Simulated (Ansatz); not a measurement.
Reaction (ligand exchange at the Si–C bond): `C[SiH2]F` + `CO[SiH](O)F` → `CO[SiH](F)O[SiH2]F` + CH₄

Isolated molecules relaxed with PBE0-D4/def2-TZVP in Ansatz; ΔE leaves out vibrations. CBS: MP2 limit from def2 TZ/QZ plus the TZ coupled-cluster correction, frozen cores. This one scheme is used for every species. DFT in def2-TZVPP. B3LYP here is the variant with VWN-RPA as its local correlation; programs differ in this. Each species was taken in one conformer, which may not be the lowest.

| level | ΔE (kJ/mol) | difference from CCSD(T)/CBS |
| --- | --- | --- |
| PBE-D4 | -114.2 | 13.7 |
| r2SCAN-D4 | -125.7 | 2.2 |
| PBE0-D4 | -119.1 | 8.8 |
| B3LYP-D4 | -131.8 | -3.9 |
| ωB97X-V | -124.7 | 3.2 |
| ωB97M-V | -124.5 | 3.4 |
| B2PLYP | -128.4 | -0.5 |
| PBE | -109.8 | 18.1 |
| r2SCAN | -124.1 | 3.8 |
| PBE0 | -114.8 | 13.1 |
| B3LYP | -125.1 | 2.8 |
| HF/def2-TZVPP | -141.7 | -13.8 |
| MP2/def2-TZVPP | -129.0 | -1.1 |
| SCS-MP2/def2-TZVPP | -131.6 | -3.7 |
| CCSD/def2-TZVPP | -129.4 | -1.5 |
| CCSD(T)/def2-TZVPP | -128.0 | -0.1 |
| HF/def2-QZVPP | -143.9 | -16.0 |
| MP2/def2-QZVPP | -129.8 | -1.9 |
| SCS-MP2/def2-QZVPP | -132.3 | -4.4 |
| HF/CBS(def2) | -144.2 | -16.3 |
| MP2/CBS(def2) | -129.0 | -1.1 |
| CCSD/CBS(def2) | -129.4 | -1.5 |
| CCSD(T)/CBS | -127.9 | 0 |

Largest T1 diagnostic among the species: 0.012.

The D4 term adds −6.7 kJ/mol with B3LYP and −4.3 kJ/mol with PBE0; it sums over pairs of atoms, weighted by their polarisabilities, and B3LYP, whose exchange is more repulsive, gets the larger term. In def2-TZVPP, CCSD(T) changes the Hartree–Fock value by +13.7 kJ/mol (the triples alone add +1.5 kJ/mol) and MP2 by +12.7 kJ/mol.
